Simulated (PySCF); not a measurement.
InFCl2, SMILES [F][In]([Cl])[Cl].

Geometry: PBE-D3(BJ)/def2-SVP. The def2 effective core potentials stand for the cores of In; spin–orbit coupling is left out.

The numbers are results of TDA-PBE0/def2-SVPD in PySCF 2.14.0, not measurements.

Vertical excitations.  State labels are in the subgroup C2v.

| state | symmetry | energy (eV) | λ (nm) | f | main pairs |
|---|---|---|---|---|---|
| S1 | B2 | 4.76 | 260 | 0.012 | HOMO→LUMO 98 % |
| S2 | A2 | 4.81 | 258 | 0.000 | HOMO−1→LUMO 99 % |
| S3 | A1 | 4.92 | 252 | 0.029 | HOMO−2→LUMO 98 % |
| S4 | B1 | 5.09 | 244 | 0.018 | HOMO−3→LUMO 99 % |
| S5 | B2 | 5.82 | 213 | 0.078 | HOMO−4→LUMO 69 %, HOMO−6→LUMO 24 % |
| S6 | B1 | 6.09 | 204 | 0.021 | HOMO−5→LUMO 98 % |
| S7 | A2 | 6.43 | 193 | 0.000 | HOMO→LUMO+1 100 % |
| S8 | B2 | 6.50 | 191 | 0.006 | HOMO−1→LUMO+1 55 %, HOMO−6→LUMO 41 % |
| S9 | B1 | 6.54 | 190 | 0.001 | HOMO−2→LUMO+1 100 % |
| S10 | A1 | 6.78 | 183 | 0.011 | HOMO−3→LUMO+1 61 %, HOMO−7→LUMO 35 % |
| T1 | B2 | 4.35 | 285 | 0 | HOMO→LUMO 98 % |
| T2 | A1 | 4.45 | 279 | 0 | HOMO−2→LUMO 98 % |
| T3 | A2 | 4.45 | 278 | 0 | HOMO−1→LUMO 98 % |
| T4 | B1 | 4.67 | 265 | 0 | HOMO−3→LUMO 98 % |
Triplets are in the Tamm–Dancoff approximation.
